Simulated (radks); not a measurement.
Q: Se III, 32 electrons, occupied as [Ar] 3d10 4s2 4p2. Method: Dirac Kohn-Sham, Slater X-alpha with alpha = 0.667, spin-unpolarised, spherical densities, finite nucleus; open shells fill j = l - 1/2 first; Fermi nuclear charge, rms radius 4.14 fm; computed with a radial shooting solver on a logarithmic mesh with Libxc functionals.

Spin-orbit splittings of the eigenvalues, e(l+1/2) - e(l-1/2), with zeta = 2 splitting/(2l+1) and mean radii in bohr:

| shell | occ. | splitting (eV) | zeta (eV) | <r> j=l-1/2 | <r> j=l+1/2 |
|---|---|---|---|---|---|
| 2p | 6 | ? | ? | 0.1686 | 0.1724 |
| 3p | 6 | 5.884 | 3.923 | 0.5831 | 0.5938 |
| 3d | 10 | 0.8976 | 0.3591 | 0.6274 | 0.6317 |
| 4p | 2 | 0.5172 | 0.3448 | 1.980 | 2.011 |

Estimate the 2p splitting.

A: 41.67 eV (zeta = 27.78 eV).
